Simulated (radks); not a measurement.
The numbers below are computed, except where a source is named.
Ionisation of Ir, [Xe] 4f14 5d7 6s2, to Ir+, [Xe] 4f14 5d7 6s1, under several functionals. Dirac Kohn-Sham, spin-unpolarised, spherical densities, finite nucleus; open shells are shared between the two j in proportion to 2j + 1; a radial shooting solver on a logarithmic mesh with Libxc functionals.

functional                                        E(Ir) (hartree)  Exc (hartree)  IE (eV)  -e(HOMO) (eV)  <r> HOMO (bohr)  IE error (eV)
LDA (Slater exchange, Perdew-Zunger correlation)      -17844.4662      -338.6769   10.187          6.594            2.884         +1.220
AM05                                                  -17844.8454      -339.0632    9.873          6.317            2.887         +0.906
XLYP                                                  -17856.5504      -350.8569    9.871          6.283            2.919         +0.904
LDA (Slater exchange, Perdew-Wang correlation)        -17844.4590      -338.6696   10.179          6.586            2.884         +1.212
PBEsol                                                -17849.4797      -343.7312    9.933          6.379            2.886         +0.966
HCTH/407                                              -17864.8420      -359.5340    9.897          6.361            2.914         +0.930
revPBE                                                -17854.9130      -349.2181    9.790          6.259            2.901         +0.823
PBE                                                   -17854.5442      -348.8443    9.884          6.336            2.901         +0.917
BP86                                                  -17856.6769      -350.9962   10.068          6.506            2.888         +1.101

NIST Atomic Spectra Database: 8.967 eV (measured). Closest: revPBE. The Delta-SCF values span 0.40 eV, the total energies 20.38 hartree. The highest occupied level is 6s1/2. Spin polarisation and multiplet splitting are left out, so open shells lie too high by an amount that depends on their filling. Sharing an open shell by 2j + 1 raises it above the true ground level by a part of the spin-orbit splitting, which enters the differences from NIST.

Beside tabulated values, note that spin-unpolarised runs miss the spin-polarisation part of the exchange energy of open shells.
